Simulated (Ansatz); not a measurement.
`CSBS` + `FC[SiH3]` → `FC[SiH2]BS` + CH₃SH  (formal exchange of groups at a B–S bond)

Isolated molecules relaxed with PBE0-D4/def2-TZVP in Ansatz; ΔE leaves out vibrations. CCSD(T)/CBS adds triple-zeta CCSD(T) − MP2 to the extrapolated MP2 energy (def2 sets, frozen cores). This one scheme is used for every species. DFT in def2-TZVPP. B3LYP here is the variant with VWN-RPA as its local correlation; programs differ in this. Each species was taken in one conformer, which may not be the lowest.

**Question.** Is it downhill or uphill in electronic energy at CCSD(T)/CBS, and by how much? (An estimate is asked.)

**Answer.** Computed: Uphill: ΔE = +0.95 eV.

**Question.** What do these levels give: PBE-D4, B3LYP-D4, ωB97X-V, ωB97M-V, HF/def2-TZVPP, SCS-MP2/def2-TZVPP, CCSD(T)/def2-TZVPP, HF/def2-QZVPP, MP2/def2-QZVPP, SCS-MP2/def2-QZVPP, HF/CBS(def2), MP2/CBS(def2)? (Best estimate.)

**Answer.** Ansatz gave: PBE-D4 0.94, B3LYP-D4 0.96, ωB97X-V 0.94, ωB97M-V 0.97, HF/def2-TZVPP 0.98, SCS-MP2/def2-TZVPP 1.02, CCSD(T)/def2-TZVPP 0.95, HF/def2-QZVPP 0.98, MP2/def2-QZVPP 1.05, SCS-MP2/def2-QZVPP 1.02, HF/CBS(def2) 0.97, MP2/CBS(def2) 1.05 eV.

Largest T1 diagnostic among the species: 0.014.
